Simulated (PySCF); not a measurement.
# How methods differ on the excitation energy of Cs

Cs [Xe] 6s1 (2S) → Cs [Xe] 5d1 (2D), as a difference of total energies. All numbers are calculated (PySCF 2.14, scalar relativity by spin-free X2C-1e, in aug-cc-pVTZ-X2C (9s8p6d3f, 84 functions)). The calculations carry no spin-orbit coupling.

```csv
method,excitation energy (cm⁻¹),error (cm⁻¹)
UHF,13799,-759
LDA,12848,-1710
PBE,11779,-2779
PBE0,12154,-2404
r2SCAN,11738,-2820
M06-2X,12967,-1591
HSE06,12054,-2504
wB97X-V,13520,-1038
```

Reference: 14558 cm⁻¹ (measured; NIST levels, between the centres of gravity of the two terms).
